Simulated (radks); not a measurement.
Species: Rb2+. Configuration: [Ar] 3d10 4s2 4p4 7d1 (not the ground configuration).

All-electron calculation, Dirac Kohn-Sham, PBE, spin-unpolarised, spherical densities, finite nucleus; open shells fill j = l - 1/2 first; Fermi nuclear charge, rms radius 4.2036 fm. Program: a radial shooting solver on a logarithmic mesh with Libxc functionals.

Energy parts (Ry):
| part | energy |
|---|---|
| total | -5957.91261 |
| kinetic | 6127.85893 |
| electron-nucleus | -14305.50071 |
| Hartree | 2419.32885 |
| exchange-correlation | -199.59968 |

Orbitals (lengths in bohr, moments of r in powers of bohr; <r^-3> diverges for s and p1/2; r(90%) holds 90 % of the orbital's charge):
| orbital | occ. | eigenvalue (Ry) | r(90%) | <r^-3> | <r^4> | <1/r> | small-component weight |
|---|---|---|---|---|---|---|---|
| 1s1/2 | 2 | -1107.003 | 0.0721 | - | 0.00001234 | 37.88 | 1.81e-02 |
| 2s1/2 | 2 | -149.9737 | 0.275 | - | 0.002397 | 8.503 | 3.61e-03 |
| 2p1/2 | 2 | -136.2563 | 0.249 | - | 0.001632 | 8.473 | 3.61e-03 |
| 2p3/2 | 4 | -131.7880 | 0.255 | 1566 | 0.001781 | 8.161 | 3.51e-03 |
| 3s1/2 | 2 | -24.31465 | 0.758 | - | 0.1408 | 2.825 | 8.98e-04 |
| 3p1/2 | 2 | -19.39827 | 0.778 | - | 0.1562 | 2.713 | 8.46e-04 |
| 3p3/2 | 4 | -18.72622 | 0.793 | 238.0 | 0.1689 | 2.638 | 8.21e-04 |
| 3d3/2 | 4 | -10.12402 | 0.849 | 31.83 | 0.2293 | 2.406 | 7.04e-04 |
| 3d5/2 | 6 | -10.00968 | 0.855 | 30.67 | 0.2356 | 2.386 | 6.97e-04 |
| 4s1/2 | 2 | -4.52157 | 2.03 | - | 7.280 | 0.9637 | 1.72e-04 |
| 4p1/2 | 2 | -3.30653 | 2.30 | - | 11.97 | 0.8510 | 1.39e-04 |
| 4p3/2 | 2 | -3.22762 | 2.34 | 28.11 | 12.80 | 0.8337 | 1.35e-04 |
| 7d3/2 | 1 | -0.25572 | 20.0 | 0.1186 | 75520 | 0.09716 | 6.41e-06 |
| 7d5/2 | 0 | -0.25529 | 20.0 | 0.1163 | 75740 | 0.09733 | 6.45e-06 |

The highest occupied level is 7d3/2 at -3.479 eV. Summed over all electrons, <r^2> = 262.1 bohr^2, which gives a Langevin (diamagnetic) susceptibility term of -208 x 10^-6 cm^3/mol. The electron density at the nucleus is 5.495e+04 e/bohr^3. The density falls to 0.001 e/bohr^3 at r = 3.27 bohr.
